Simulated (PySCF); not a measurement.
Spinor energies of As²⁺ (arsenic, charge +2)

Start: [Ar] 3d10 4s2 4p1; 4p3/2 filled at m_j = +3/2. Calculated with PySCF 2.14 in x2c-QZVPPall-2c (11s10p5d4f1g, 103 functions): generalised Hartree-Fock with the X2C-1e Hamiltonian and a Gaussian nucleus; one run each with spin-orbit coupling (SO) screened by Boettger's factors, then bare. This is a chosen level, not necessarily the ground level.

| spinor shell | electrons | ε, screened SO (eV) | ε, bare SO (eV) | weight of nominal j (bare SO) | rms radius, bare SO (bohr) |
| --- | --- | --- | --- | --- | --- |
| 1s1/2 | 2 | -11966.7 | -11966.6 | 1.000 | 0.0524 |
| 2s1/2 | 2 | -1594.1 | -1594.1 | 1.000 | 0.219 |
| 2p1/2 | 2 | -1420.7 | -1422.4 | 1.000 | 0.193 |
| 2p3/2 | 4 | -1383.4 | -1382.7 | 1.000 | 0.197 |
| 3s1/2 | 2 | -246.94 | -246.95 | 1.000 | 0.639 |
| 3p1/2 | 2 | -186.70 | -186.95 | 1.000 | 0.660 |
| 3p3/2 | 4 | -181.40 | -181.29 | 1.000 | 0.670 |
| 3d3/2 | 4 | -78.452 | -78.663 | 0.993 | 0.741 |
| 3d5/2 | 6 | -77.662 | -77.528 | 0.995 | 0.748 |
| 4s1/2 | 2 | -37.572 | -37.573 | 0.999 | 1.97 |
| 4p3/2 | 1 | -27.528 | -27.521 | 1.000 | 2.33 |

```csv
quantity,screened SO,bare SO
E (hartree),-2258.11941,-2258.13285
M_J,3/2,3/2
⟨J²⟩,3.759,3.759
⟨L²⟩,2.009,2.009
⟨S²⟩,0.755,0.755
```

Each row is a mean over spinors that exchange with the open shell spreads, by up to 2.718 eV (4s1/2).
